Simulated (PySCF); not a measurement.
Ga2(mu-Cl)2(Cl)4, Cl₆Ga₂, singlet (PBE0/def2-SVP optimised geometry):

```
8

Ga     1.520    -1.833     2.185
Ga    -0.815    -1.002     0.000
Cl     1.523    -1.002     0.000
Cl     2.231    -0.334     3.514
Cl     2.224    -3.839     2.181
Cl    -0.818    -1.829     2.186
Cl    -1.523     1.002     0.000
Cl    -1.523    -2.505    -1.327
```

Computed with PBE0/def2-TZVP (PySCF).

Question: What are the frontier orbital energies and the dipole moment?

Answer: HOMO-2 -9.60 eV, HOMO-1 -9.56 eV, HOMO -9.52 eV, LUMO -2.07 eV, LUMO+1 -2.03 eV; dipole moment 0.00 D.

On the same geometry PySCF 2.14.0 with PBE/def2-TZVP gives HOMO-2 -8.15 eV, HOMO-1 -8.10 eV, HOMO -8.07 eV, LUMO -3.00 eV, LUMO+1 -2.99 eV; dipole moment 0.00 D.

Meta-Löwdin charges at PBE0/def2-TZVP: Ga1 0.67, Ga2 0.67, Cl3 -0.16, Cl4 -0.25, Cl5 -0.25, Cl6 -0.16, Cl7 -0.25, Cl8 -0.25.
